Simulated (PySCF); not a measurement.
Assigning NMR signals

Numbering as in the mapped SMILES `[CH2:1]=[CH:2][C:3](=[O:4])[c:5]1[cH:6][cH:7][cH:8][cH:9][cH:10]1`. Each H is labelled by its parent atom. Ha(C1) is cis to C3; Hb(C1) is trans to C3.

- shieldings: GIAO KT2/pcSseg-1
- geometry from PBE0-D3(BJ)/def2-SVP
- program: PySCF 2.14
- no solvent, one conformer, averaged over atoms made equivalent by symmetry, fast rotation or ring inversion, non-relativistic Hamiltonian

Shifts are taken against calculated references (same method and geometry level): 13C (183.22 ppm), 1H (31.18 ppm) vs TMS.

Q: Assign these signals to the numbered atoms. 13C{1H} NMR (computed): δ 172.6, 129.7, 129.1, 128.1, 123.7, 123.6, 123.5.

A: 
| δ (ppm) | atoms | environment | reason |
| --- | --- | --- | --- |
| 172.6 | C3 | ketone carbonyl carbon | – |
| 129.7 | C5 | substituted aromatic carbon | – |
| 129.1 | C1 | β carbon of a C=C–C=O unit | conjugation with the carbonyl draws π density from the β position |
| 128.1 | C8 | aromatic CH | the aromatic region |
| 123.7 | C7/C9 | aromatic CH | – |
| 123.6 | C2 | α carbon of a C=C–C=O unit | the olefinic region |
| 123.5 | C6/C10 | aromatic CH | – |

C5 and C1; C1 and C8; C7/C9 and C2; C2 and C6/C10 lie closer than the usual error of such a calculation, so a measured spectrum could show them in the other order.

Q: Assign these signals to the numbered atoms. 1H NMR (400 MHz, computed): δ 8.03 (d, 2H), 7.31 (m, 1H), 7.31 (m, 2H), 7.23 (m, 1H), 6.96 (m, 1H), 5.93 (m, 1H).

A: 
8.03 → H(C6)/H(C10), hydrogen on an aromatic CH: ring current plus the deshielding of an ortho carbonyl group
7.31 → H(C8), hydrogen on an aromatic CH
7.31 → H(C7)/H(C9), hydrogen on an aromatic CH
7.23 → H(C2), hydrogen on an α carbon of a C=C–C=O unit: attached to an sp2 carbon and in the plane of the double bond
6.96 → Ha(C1), hydrogen on a β carbon of a C=C–C=O unit: a vinylic proton, deshielded by the sp2 carbon and the C=C anisotropy
5.93 → Hb(C1), hydrogen on a β carbon of a C=C–C=O unit

H(C8) and H(C7)/H(C9); H(C7)/H(C9) and H(C2) lie closer than the usual error of such a calculation, so a measured spectrum could show them in the other order.

Shifts are as computed. Against solution values, carbons near 30 ppm lie about +2 ppm off and those near 130 ppm about -5 ppm. Of 1211 compounds with measured shifts, 218 miss one by over three times the rms of a fit or turn the order of signals round; such compounds aren't used in these exercises. Multiplicities follow the n + 1 count of equivalent neighbours, as no J values were calculated; m marks all less simple cases, F and P coupling included.
